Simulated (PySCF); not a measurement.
## Working out the ionisation energy of I⁺

I⁺ [Kr] 4d10 5s2 5p4 (3P) → I²⁺ [Kr] 4d10 5s2 5p3 (4S). Computed with PySCF 2.14 in x2c-TZVPPall with one added diffuse shell each of s, p, d, f type (9s7p5d3f, 76 functions), with the spin-free X2C one-electron Hamiltonian (Gaussian nucleus). Frozen: [Kr] 4d10. Energies in hartree (1 hartree = 27.21139 eV):

```json
{"part": "UHF", "I⁺ (lower)": "-7112.308743", "I²⁺ (upper)": "-7111.658763"}
{"part": "CCSD correlation", "I⁺ (lower)": "-0.100108", "I²⁺ (upper)": "-0.073643"}
{"part": "(T)", "I⁺ (lower)": "-0.002632", "I²⁺ (upper)": "-0.001768"}
```

Task: What does Hartree-Fock give?

Result: (-7111.658763) − (-7112.308743) = 0.649980 hartree = 17.687 eV.

Task: What do CCSD and CCSD(T) give?

Result: The CCSD correlation energies differ by 0.026465 hartree = 0.720 eV and the triples by 0.000864 hartree = 0.024 eV, so CCSD gives 18.407 eV and CCSD(T) 18.431 eV.

Measured between the centres of the two terms (NIST): 18.750 eV, so CCSD(T) (valence) is off by -0.319 eV.

What remains against the reference includes basis incompleteness, the frozen core and higher excitations.
